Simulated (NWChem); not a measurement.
Species: CH4O3Si; SMILES C(=O)[SiH](O)O

```xyz
9

O     -0.1115    -2.0447    -0.3213
C     -0.7685    -1.1890     0.2310
Si     0.0577     0.5411     0.4030
O     -0.8906     1.5455    -0.5111
O      1.5680     0.2560    -0.1985
H     -1.8071    -1.4290     0.5835
H      0.1726     1.0608     1.7917
H     -0.6815     2.4841    -0.5237
H      1.5925    -0.6117    -0.6317
```
Atoms are numbered in this order, from 1.

Computed with NWChem. Medium grid unless said otherwise, to which SCAN and Minnesota functionals are sensitive. All runs use the structure optimised with PBE0/def2-SVP. Hybrids' shares of exact exchange are those that their runs print; pure functionals count as 0. The functionals differ in more than this share.

```csv
row,share of exact exchange,highest occupied level (eV)
PBE/def2-TZVP,0.00,-5.91
BLYP/def2-TZVP,0.00,-5.84
B3LYP/def2-TZVP,0.20,-7.20
PBE0/def2-TZVP,0.25,withheld
M06-2X/def2-TZVP,0.54,-8.86
```

Problem. Fit a straight line of the last column on the one before it, predict the withheld value, and compare with the run.

Solution. 
1. Means of the 4 shown rows: x = 0.185, y = -6.952. Slope Σ(x − x̄)(y − ȳ)/Σ(x − x̄)² = -1.080/0.1947 = -5.545; intercept -5.927.
2. The shown rows scatter about the line by 0.098 (root mean square); the largest residual is -0.16, at B3LYP/def2-TZVP.
3. At x = 0.25 (PBE0/def2-TZVP; inside the shown range) the line gives -7.31.
4. The run gives -7.40, -0.09 from the line, 0.9 times the scatter.
